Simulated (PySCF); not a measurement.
Core-level binding energies of `C=N[SiH]1CC1`

Species: C3H7NSi.
Atom-mapped SMILES: `[CH2:1]=[N:2][SiH:3]1[CH2:4][CH2:5]1`

Level of theory: PySCF 2.14.0, delta-SCF UKS SCAN, pcX-2 on the ionised atom, pcseg-1 elsewhere, spin-free X2C. Each binding energy is the total energy of the core-ionised species, with the hole localised on one atom, minus that of the ground state; both are solved self-consistently, so orbital relaxation is included.

Task: What binding energy does each computed site have?

Result: 
```json
{"atom(s)": "Si3", "bonded to": "N, 2 C and H", "level": "Si 2p3/2", "binding energy (eV)": "106.53", "2p1/2 (eV)": "107.16", "above the level's lowest (eV)": "0.00", "count": "1"}
{"atom(s)": "C4/C5", "bonded to": "C, 2 H and Si", "level": "C 1s", "binding energy (eV)": "289.87", "2p1/2 (eV)": "–", "above the level's lowest (eV)": "0.00", "count": "2"}
{"atom(s)": "C1", "bonded to": "N (double bond) and 2 H", "level": "C 1s", "binding energy (eV)": "291.54", "2p1/2 (eV)": "–", "above the level's lowest (eV)": "+1.67", "count": "1"}
{"atom(s)": "N2", "bonded to": "C (double bond) and Si", "level": "N 1s", "binding energy (eV)": "404.42", "2p1/2 (eV)": "–", "above the level's lowest (eV)": "0.00", "count": "1"}
{"atom(s)": "Si3", "bonded to": "N, 2 C and H", "level": "Si 1s", "binding energy (eV)": "1846.33", "2p1/2 (eV)": "–", "above the level's lowest (eV)": "0.00", "count": "1"}
```

Lowest listed C 1s: C4/C5, bonded to C, 2 H and Si. Highest, 1.67 eV above it: C1, bonded to N (double bond) and 2 H. Summing the Pauling electronegativity differences to the bonded atoms, each weighted by its formal bond order, gives -1.35 for the lowest site and +0.28 for the highest.

Task: Which photon energy gives electrons from Si 2p3/2 of Si3 a kinetic energy of 20 eV, and what is their de Broglie wavelength?

Result: hν = 106.53 + 20 = 126.53 eV, recoil neglected; λ = 12.264 Å/√(E/eV) = 2.74 Å.

Task: What is the longest wavelength that can ionise Si 2p3/2 of Si3 vertically?

Result: λ = hc/E = 12398.42 eV Å / 106.53 eV = 116.384 Å.

The first atom of each set that the bonding makes equivalent was ionised and stands for the set. Spin contamination (⟨S²⟩ against 0.75 for a pure doublet) is marked for C 1s of C1 (0.87) and N 1s of N2 (atom 2) (0.86), which makes these values less certain. The 2p values aren't plain energy differences: one relaxed spin-free 2p hole is combined with a matrix within the shell (ground-state 2p orbital-energy differences and spin–orbit coupling). 2p3/2, the mean of its two sublevels, lies a third of the splitting below the shell's mean and 2p1/2 two thirds above it; the statistical areas are 2:1. 2p1/2 minus 2p3/2 (ligand field included): Si 0.62 eV. The structure is a single PBE0-D3(BJ)/def2-SVP conformer in the gas phase; no vibrational or solvent corrections.

Conformer computed: `[CH2:1]=[N:2][SiH:3]1[CH2:4][CH2:5]1`: C1–N2–Si3–C4 153°.
